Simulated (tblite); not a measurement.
Give a GFN2-xTB geometry of InChI=1S/C4H10F3NSi2/c1-2-10(8-3-9)4(5,6)7/h2,8,10H,1,3H2,9H3/t10-/m1/s1.

```
atom  x, y, z in Å
C1    -2.285   -1.718   -0.611
C2    -1.929   -0.445   -0.699
Si3   -0.749    0.413    0.484
N4     0.743    0.682   -0.299
C5     1.568   -0.387   -0.839
Si6    2.881   -1.034    0.391
C7    -1.396    2.222    0.758
F8    -1.823    2.827   -0.369
F9    -0.451    3.041    1.276
F10   -2.433    2.270    1.618
H11   -2.951   -2.184   -1.321
H12   -1.927   -2.353    0.183
H13   -2.322    0.142   -1.523
H14   -0.759   -0.191    1.825
H15    1.293    1.494   -0.052
H16    0.896   -1.193   -1.136
H17    2.048   -0.023   -1.753
H18    3.740    0.089    0.772
H19    2.195   -1.563    1.569
H20    3.655   -2.078   -0.279
```

Any rigid rotation of these coordinates is as good. Atoms count from 1 in this order. Si6 (SiH3 silicon) is tetrahedral (angles from 108.1° to 111.0°). The C–Si distances run from 1.879 Å (C2–Si3, drawn single) to 1.941 Å (Si3–C7, drawn single), a spread of 0.062 Å. N4 (silicon-bound nitrogen) has angles 123.4°, 119.4° and 111.9°, sum 354.6°, 0.18 Å off the plane of its three neighbours. Si3 (SiH silicon) is distorted tetrahedral (angles from 102.1° to 119.3°).

Bonds between heavy atoms (Å): C1=C2 1.325, C2–Si3 1.879, Si3–N4 1.706, N4–C5 1.455, C5–Si6 1.912, Si3–C7 1.941, C7–F8 1.348, C7–F9 1.353, C7–F10 1.348.

The geometry is computed with GFN2-xTB (gas phase).

Point group: C1 (no symmetry element, even within 0.4 Å). Its lowest GFN2-xTB frequency is 12 cm⁻¹, too small to tell a flat minimum from a shallow saddle. The numbers are those of one conformer (C1–C2–Si3–N4 107°, C2–Si3–N4–C5 -60°, Si3–N4–C5–Si6 -92°).

On one thread of an Intel Xeon at 2.50 GHz, no GPU (shared host), this took 9.4 s wall. These figures are those of the optimisation.
